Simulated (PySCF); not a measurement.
Cartesian coordinates in Å; atom numbers follow the order of the lines, from 1:
```xyz
17

C    -1.783    0.072    0.824
C    -1.037    0.682   -0.354
C     0.312    0.018   -0.646
Si    1.597    0.121    0.736
C     3.291   -0.381    0.046
Cl    4.532   -0.311    1.337
H    -2.764    0.550    0.967
H    -1.223    0.185    1.766
H    -1.955   -1.006    0.673
H    -1.671    0.623   -1.256
H    -0.880    1.759   -0.170
H     0.766    0.474   -1.544
H     0.165   -1.049   -0.893
H     1.693    1.519    1.257
H     1.284   -0.797    1.872
H     3.614    0.288   -0.765
H     3.278   -1.408   -0.350
```

Geometry: PBE0-D3(BJ)/def2-SVP; GIAO absolute shieldings from PySCF 2.14, gas phase, non-relativistic, averaged over equivalent atoms.

At PBE0/pcSseg-1 (171 basis functions, 41 s wall time on 1 thread of an Arm Neoverse N1, shared host):
| atoms | σ (ppm) |
| --- | --- |
| C5 | 154.7 |
| C2 | 162.7 |
| C1 | 167.3 |
| C3 | 171.2 |
| Si4 | 380.4 |
| Cl6 | 919.4 |
| H14/H15 | 27.15 |
| H16/H17 | 28.55 |
| H10/H11 | 29.75 |
| H7/H8/H9 | 30.30 |
| H12/H13 | 30.66 |

Question: What do these become at KT2/pcSseg-1?

Answer: 
```
   atoms  σ at KT2/pcSseg-1  change
      C5              152.8    -1.9
      C2              159.0    -3.7
      C1              165.2    -2.1
      C3              168.2    -3.0
     Si4              392.5   +12.1
     Cl6              899.3   -20.1
 H14/H15              27.01   -0.14
 H16/H17              28.35   -0.20
 H10/H11              29.54   -0.21
H7/H8/H9              30.19   -0.11
 H12/H13              30.44   -0.22
```

The largest change is at Cl6 (chlorine bonded to C). Cost: 171 basis functions, 49 s wall time on 1 thread of an Arm Neoverse N1, shared host. The order of the carbon signals is the same at both levels.

Carbons that carry Cl, above all several Cl atoms, come out too deshielded, partly because spin–orbit coupling is missing.
